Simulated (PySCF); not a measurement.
AlF4, SMILES [F][Al-]([F])([F])[F], charge -1.

Coordinates come from a PBE-D3(BJ)/def2-SVPD optimisation. The isomer is the one that the SMILES or the coordinates give; other isomers of the formula were not compared.

All values below come from PySCF with PBE/def2-SVPD.

Isolated molecule, no solvent.

Computed frontier levels, gap, dipole moment and polarisability:
```
Property                                                          Result
------------------------------------------------  ----------------------
highest occupied level                                          -3.56 eV
lowest empty level                                               3.35 eV
orbital gap                                                      6.91 eV
dipole moment about the centre of nuclear charge                  0.00 D
mean static polarisability                          31.9 bohr³ (4.73 Å³)
polarisability, principal values                  31.9, 31.9, 31.9 bohr³
```
